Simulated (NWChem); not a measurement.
**iodine (I$_{2}$) in NWChem**

```xyz
2

I      0.0000     0.0000     1.3412
I      0.0000     0.0000    -1.3412
```
Charge 0, spin multiplicity 1.

The numbers come from NWChem runs, not from measurements. Structure: optimised with PBE0/def2-SVP with def2 effective core potentials on I, a minimum by its harmonic frequencies.

Symmetry labels belong to the abelian group D2h used in the runs, with the axes of the coordinates shown; states degenerate in a higher group split over its labels.

Effective core potentials replace the inner electrons of I; spin-orbit coupling is left out. The correlated methods keep 8 core orbitals frozen.

Problem. List the 8 singlet excitations that EOM-CCSD/def2-SVPD with def2 effective core potentials on I, 8 core orbitals frozen gives, with oscillator strengths.

Solution. 
| state | symmetry | energy (eV) | wavelength (nm) | f |
|---|---|---|---|---|
| 1 | b2u | 2.44 | 508 | 0.002 |
| 2 | b3u | 2.44 | 508 | 0.002 |
| 3 | b3g | 4.09 | 303 | 0.000 |
| 4 | b2g | 4.09 | 303 | 0.000 |
| 5 | b1u | 6.92 | 179 | 0.631 |
| 6 | b1g | 7.14 | 174 | 0.000 |
| 7 | ag | 7.14 | 174 | 0.000 |
| 8 | au | 7.74 | 160 | 0.000 |
These are the lowest roots of each symmetry, so higher states are missing between them.
